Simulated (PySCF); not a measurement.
C2H3ClFGa.

```xyz
8

Ga    -0.1395    -0.2804     0.2405
F     -0.6275    -1.0991     1.7062
Cl     0.5731     1.7086     0.5511
C     -0.2092    -1.0566    -1.5167
C      0.2129    -0.3340    -2.5628
H     -0.5836    -2.0744    -1.6736
H      0.1974    -0.7294    -3.5862
H      0.5940     0.6874    -2.4422
```
Charge 0, spin multiplicity 1.

Coordinates come from a ωB97X-D3(BJ)/def2-SVP optimisation. The structure was generated by enumeration; whether it is a known compound was not checked. Other conformers were not sampled.

Computed with B3LYP/pcSseg-1 run with PySCF. Non-relativistic, no solvent.

**Question.** Give the absolute GIAO shielding of each atom: isotropic value and principal components (ppm). (An estimate is asked for; the answer gives what the named calculation found.)

**Answer.** 
| atom | σ(iso) | σ11 | σ22 | σ33 | span |
|---|---|---|---|---|---|
| Ga1 | 1410.9 | 1178.3 | 1409.2 | 1645.3 | 467.0 |
| F2 | 294.4 | 158.0 | 353.9 | 371.2 | 213.2 |
| Cl3 | 926.4 | 710.0 | 1005.8 | 1063.4 | 353.4 |
| C4 | 40.1 | -63.9 | 26.9 | 157.3 | 221.2 |
| C5 | 21.0 | -113.0 | 19.9 | 156.0 | 269.0 |
| H6 | 25.2 | 23.7 | 24.1 | 27.7 | 4.0 |
| H7 | 24.4 | 21.6 | 23.8 | 27.7 | 6.2 |
| H8 | 24.6 | 20.9 | 22.6 | 30.5 | 9.6 |
